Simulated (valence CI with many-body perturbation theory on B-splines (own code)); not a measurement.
Ru³⁷⁺: electric-dipole lines

Level of theory: configuration interaction combined with many-body perturbation theory (CI+MBPT): five valence electrons over a frozen Dirac-Fock core [He], a basis of 9 s, 9 p, 8 d, 6 f, 3 g, 1 h functions for each j, with the one-electron correlation potential Σ1, the two-electron term Σ2, the three-electron term Σ3, Breit, model QED; selected CI, second order for the rest (own B-spline code, finite nucleus).

The last digits are not significant, and no measured levels were compared; by estimate large intervals hold to a few tenths of a per cent, small ones and those within an open d or f shell to about a per cent. Among the levels kept, up to 1800 cm⁻¹ of a level comes from second order outside the variational space, and about a tenth of that is noise between levels of different J, which matters for small intervals.

Lines 151 to 200 of 269 in falling wavelength, among levels below 27108 × 10³ cm⁻¹, chosen from the strongest by gf and those to the six lowest levels. Wavelengths and rates use the calculated energies. Electric multipoles are in the length gauge, E1 and E2 with the static RPA response of the core. Weak lines are less certain than strong ones. Lines between different terms over intervals too small for the method are left out, as are lines whose strength nearly cancels. The highest levels of a list are the least certain.

Levels are named by their leading jj configuration (3d3/2^4 stands for four electrons in 3d with j = 3/2), which in mixed levels can hold well under half, so a name can repeat and another be missing. Letters in brackets count levels of one name in rising energy.

```tsv
λ vac (Å)	Upper	Lower	A (s⁻¹)	S (a.u.)
4.232	(2s^2 2p1/2 2p3/2 3d3/2) J=1/2 [a]	(2s^2 2p3/2^3) J=3/2	2.37e+11	1.77e-05
4.226	(2s 2p1/2^2 2p3/2 3s) J=3/2 [a]	(2s 2p1/2^2 2p3/2^2) J=5/2	1.58e+13	2.35e-03
4.226	(2s^2 2p3/2^2 3s) J=3/2	(2s^2 2p3/2^3) J=3/2	2.24e+13	3.34e-03
4.220	(2s^2 2p1/2 2p3/2 3s) J=5/2	(2s^2 2p1/2 2p3/2^2) J=5/2	8.44e+12	1.88e-03
4.219	(2s^2 2p1/2^2 3s) J=1/2	(2s^2 2p1/2^2 2p3/2) J=3/2	1.92e+13	1.42e-03
4.215	(2s^2 2p1/2 2p3/2 3s) J=3/2 [a]	(2s^2 2p1/2 2p3/2^2) J=3/2	7.40e+12	1.09e-03
4.213	(2s^2 2p1/2 2p3/2 3s) J=3/2 [b]	(2s^2 2p1/2 2p3/2^2) J=5/2	1.50e+13	2.21e-03
4.212	(2s^2 2p1/2 2p3/2 3d5/2) J=5/2 [a]	(2s^2 2p3/2^3) J=3/2	4.80e+11	1.06e-04
4.209	(2s^2 2p1/2 2p3/2 3d5/2) J=3/2 [a]	(2s^2 2p3/2^3) J=3/2	9.42e+11	1.39e-04
4.207	(2s^2 2p1/2 2p3/2 3s) J=1/2	(2s^2 2p1/2 2p3/2^2) J=3/2	1.84e+13	1.35e-03
4.199	(2s^2 2p1/2 2p3/2 3d5/2) J=5/2 [b]	(2s^2 2p3/2^3) J=3/2	4.91e+10	1.08e-05
4.198	(2s^2 2p1/2 2p3/2 3d3/2) J=3/2 [b]	(2s^2 2p3/2^3) J=3/2	7.33e+10	1.07e-05
4.196	(2s^2 2p1/2 2p3/2 3s) J=5/2	(2s^2 2p1/2 2p3/2^2) J=3/2	5.32e+11	1.16e-04
4.195	(2s^2 2p1/2 2p3/2 3d3/2) J=1/2 [b]	(2s^2 2p3/2^3) J=3/2	3.16e+11	2.30e-05
4.190	(2s^2 2p1/2 2p3/2 3s) J=3/2 [b]	(2s^2 2p1/2 2p3/2^2) J=3/2	3.16e+12	4.58e-04
4.188	(2s^2 2p3/2^2 3s) J=1/2	(2s^2 2p3/2^3) J=3/2	7.10e+12	5.15e-04
4.185	(2s^2 2p1/2 2p3/2 3d5/2) J=5/2 [c]	(2s^2 2p3/2^3) J=3/2	1.79e+11	3.88e-05
4.184	(2s^2 2p1/2^2 3d3/2) J=3/2	(2s^2 2p1/2 2p3/2^2) J=3/2	8.10e+11	1.17e-04
4.182	(2s^2 2p1/2^2 3d5/2) J=5/2	(2s^2 2p1/2 2p3/2^2) J=5/2	5.66e+11	1.23e-04
4.179	(2s^2 2p1/2 2p3/2 3d5/2) J=3/2 [b]	(2s^2 2p3/2^3) J=3/2	4.89e+11	7.05e-05
4.173	(2s 2p1/2^2 2p3/2 3p1/2) J=3/2 [a]	(2s^2 2p3/2^3) J=3/2	8.22e+10	1.18e-05
4.172	(2s^2 2p1/2 2p3/2 3d5/2) J=1/2	(2s^2 2p3/2^3) J=3/2	4.44e+12	3.18e-04
4.169	(2s 2p1/2^2 2p3/2 3s) J=3/2 [b]	(2s 2p1/2^2 2p3/2^2) J=5/2	2.53e+12	3.62e-04
4.169	(2s 2p1/2^2 2p3/2 3p1/2) J=5/2	(2s^2 2p3/2^3) J=3/2	2.92e+10	6.27e-06
4.158	(2s^2 2p1/2^2 3d5/2) J=5/2	(2s^2 2p1/2 2p3/2^2) J=3/2	2.98e+11	6.34e-05
4.151	(2s^2 2p3/2^2 3p1/2) J=3/2	(2s 2p1/2^2 2p3/2^2) J=5/2	6.08e+10	8.59e-06
4.078	(2s 2p1/2 2p3/2^2 3s) J=5/2	(2s 2p1/2^2 2p3/2^2) J=5/2	1.08e+13	2.16e-03
4.074	(2s^2 2p3/2^2 3p3/2) J=3/2 [a]	(2s 2p1/2^2 2p3/2^2) J=5/2	1.08e+11	1.44e-05
4.064	(2s^2 2p1/2 2p3/2 3d3/2) J=3/2 [a]	(2s^2 2p1/2 2p3/2^2) J=1/2	5.14e+12	6.81e-04
4.060	(2s 2p1/2 2p3/2^2 3s) J=3/2	(2s 2p1/2^2 2p3/2^2) J=5/2	2.21e+12	2.92e-04
4.060	(2s^2 2p1/2 2p3/2 3d3/2) J=1/2 [a]	(2s^2 2p1/2 2p3/2^2) J=1/2	6.74e+12	4.45e-04
4.056	(2s^2 2p3/2^2 3p3/2) J=3/2 [b]	(2s 2p1/2^2 2p3/2^2) J=5/2	1.53e+12	2.01e-04
4.048	(2s 2p1/2^2 2p3/2 3d3/2) J=5/2	(2s 2p1/2^2 2p3/2^2) J=5/2	1.12e+13	2.21e-03
4.047	(2s 2p1/2^2 2p3/2 3d3/2) J=7/2	(2s 2p1/2^2 2p3/2^2) J=5/2	1.21e+13	3.16e-03
4.046	(2s 2p1/2^2 2p3/2 3d3/2) J=3/2	(2s 2p1/2^2 2p3/2^2) J=5/2	1.84e+13	2.40e-03
4.045	(2s^2 2p1/2 2p3/2 3s) J=3/2 [a]	(2s^2 2p1/2^2 2p3/2) J=3/2	5.77e+12	7.54e-04
4.042	(2s 2p1/2 2p3/2^2 3s) J=7/2	(2s 2p1/2^2 2p3/2^2) J=5/2	1.75e+13	4.56e-03
4.040	(2s^2 2p1/2 2p3/2 3d5/2) J=3/2 [a]	(2s^2 2p1/2 2p3/2^2) J=1/2	3.40e+12	4.42e-04
4.038	(2s 2p1/2^2 2p3/2 3p3/2) J=3/2 [b]	(2s^2 2p3/2^3) J=3/2	4.65e+11	6.04e-05
4.038	(2s^2 2p1/2 2p3/2 3s) J=1/2	(2s^2 2p1/2^2 2p3/2) J=3/2	4.44e+12	2.88e-04
4.034	(2s^2 2p1/2 2p3/2 3d3/2) J=3/2 [a]	(2s^2 2p1/2 2p3/2^2) J=5/2	8.29e+12	1.07e-03
4.033	(2s 2p1/2^2 2p3/2 3p3/2) J=1/2 [b]	(2s^2 2p3/2^3) J=3/2	9.95e+11	6.44e-05
4.033	(2s^2 2p3/2^2 3s) J=5/2	(2s^2 2p1/2 2p3/2^2) J=5/2	1.48e+13	2.87e-03
4.032	(2s^2 2p1/2 2p3/2 3d3/2) J=5/2	(2s^2 2p1/2 2p3/2^2) J=5/2	1.03e+12	1.99e-04
4.029	(2s^2 2p1/2 2p3/2 3d3/2) J=3/2 [b]	(2s^2 2p1/2 2p3/2^2) J=1/2	1.20e+13	1.55e-03
4.028	(2s^2 2p1/2 2p3/2 3s) J=5/2	(2s^2 2p1/2^2 2p3/2) J=3/2	1.62e+13	3.14e-03
4.025	(2s^2 2p3/2^2 3s) J=3/2	(2s^2 2p1/2 2p3/2^2) J=5/2	5.05e+12	6.49e-04
4.022	(2s^2 2p1/2 2p3/2 3s) J=3/2 [b]	(2s^2 2p1/2^2 2p3/2) J=3/2	2.25e+12	2.89e-04
4.022	(2s^2 2p1/2 2p3/2 3d5/2) J=7/2 [a]	(2s^2 2p1/2 2p3/2^2) J=5/2	5.05e+12	1.30e-03
4.020	(2s^2 2p3/2^2 3s) J=1/2	(2s^2 2p1/2 2p3/2^2) J=1/2	6.37e+13	4.09e-03
```
